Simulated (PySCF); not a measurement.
C₅H₉O₃, SMILES O([C]=O)C(COC)C, multiplicity 2.

The structure is a stationary point at PBE0-D3(BJ)/def2-SVP. The isomer is the one that the SMILES or the coordinates give; other isomers of the formula were not compared. The values are those of a single conformer.

Calculation: PySCF with PBE/def2-SVP.

Isolated molecule, no solvent.

Computed frontier levels, dipole moment and polarisability:
```json
{
 "α spin, highest occupied and lowest empty level": "-4.71 and -0.62 eV",
 "β spin, highest occupied and lowest empty level": "-6.01 and -2.93 eV",
 "dipole_moment": "3.39 D",
 "quadrupole, principal values (traceless, Buckingham form, about the centre of nuclear charge)": "-4.79, -0.21, 5.00 D·Å",
 "mean_static_polarisability": "64.9 bohr³ (9.61 Å³)",
 "polarisability_principal_values": "53.3, 65.7, 75.5 bohr³",
 "⟨S²⟩": "0.752 (pure state 0.75)"
}
```
